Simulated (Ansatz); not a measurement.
CH₄FOSSi, SMILES `CO[Si](F)S` radical, relaxed with UKS PBE0-D4/def2-TZVP in Ansatz from a GFN2-xTB geometry. The force threshold is 0.005 eV/Å; the program also tests the step.

Total charge 0; spin multiplicity 2.

Start:

```xyz
9

C     0.613    0.052   -1.451
O     0.461   -0.752   -0.321
Si    0.201   -0.366    1.220
F    -0.298   -1.792    1.782
S    -1.429    1.059    1.357
H     1.593    0.534   -1.450
H     0.530   -0.594   -2.325
H    -0.162    0.820   -1.491
H    -1.509    1.038    2.679
```

```json
{"step": "1", "energy (eV)": "-24571.4445", "largest force (eV/Å)": "0.929", "largest move (Å)": "0.000"}
{"step": "2", "energy (eV)": "-24571.4764", "largest force (eV/Å)": "0.559", "largest move (Å)": "0.195"}
{"step": "3", "energy (eV)": "-24571.5056", "largest force (eV/Å)": "0.534", "largest move (Å)": "0.084"}
{"step": "4 (rejected)", "energy (eV)": "-24571.4669", "largest force (eV/Å)": "1.948", "largest move (Å)": "0.200"}
{"step": "5", "energy (eV)": "-24571.5238", "largest force (eV/Å)": "0.222", "largest move (Å)": "0.083"}
{"step": "6", "energy (eV)": "-24571.5278", "largest force (eV/Å)": "0.081", "largest move (Å)": "0.041"}
{"step": "7", "energy (eV)": "-24571.5294", "largest force (eV/Å)": "0.048", "largest move (Å)": "0.046"}
{"step": "8", "energy (eV)": "-24571.5299", "largest force (eV/Å)": "0.114", "largest move (Å)": "0.065"}
{"step": "9", "energy (eV)": "-24571.5306", "largest force (eV/Å)": "0.050", "largest move (Å)": "0.011"}
{"step": "10", "energy (eV)": "-24571.5307", "largest force (eV/Å)": "0.023", "largest move (Å)": "0.014"}
{"step": "11", "energy (eV)": "-24571.5309", "largest force (eV/Å)": "0.023", "largest move (Å)": "0.010"}
{"step": "12", "energy (eV)": "-24571.5310", "largest force (eV/Å)": "0.017", "largest move (Å)": "0.017"}
{"step": "13", "energy (eV)": "-24571.5311", "largest force (eV/Å)": "0.029", "largest move (Å)": "0.033"}
{"step": "14", "energy (eV)": "-24571.5312", "largest force (eV/Å)": "0.032", "largest move (Å)": "0.011"}
{"step": "15", "energy (eV)": "-24571.5314", "largest force (eV/Å)": "0.045", "largest move (Å)": "0.037"}
{"step": "16", "energy (eV)": "-24571.5315", "largest force (eV/Å)": "0.042", "largest move (Å)": "0.016"}
{"step": "17", "energy (eV)": "-24571.5316", "largest force (eV/Å)": "0.033", "largest move (Å)": "0.014"}
{"step": "18", "energy (eV)": "-24571.5317", "largest force (eV/Å)": "0.015", "largest move (Å)": "0.027"}
{"step": "19", "energy (eV)": "-24571.5317", "largest force (eV/Å)": "0.009", "largest move (Å)": "0.015"}
{"step": "20", "energy (eV)": "-24571.5317", "largest force (eV/Å)": "0.007", "largest move (Å)": "0.005"}
{"step": "21", "energy (eV)": "-24571.5317", "largest force (eV/Å)": "0.005", "largest move (Å)": "0.006"}
```

End:

```xyz
9

C     0.617    0.087   -1.413
O     0.392   -0.820   -0.352
Si    0.106   -0.435    1.204
F    -0.127   -1.841    1.919
S    -1.649    0.795    1.262
H     1.665    0.396   -1.436
H     0.381   -0.427   -2.345
H    -0.016    0.975   -1.327
H    -1.370    1.270    2.487
```

It took 62 s on 2 threads of an AMD EPYC 7R13 on a shared host and a share of an NVIDIA H100 80 GB, with 0.91 GiB of host memory at the peak.
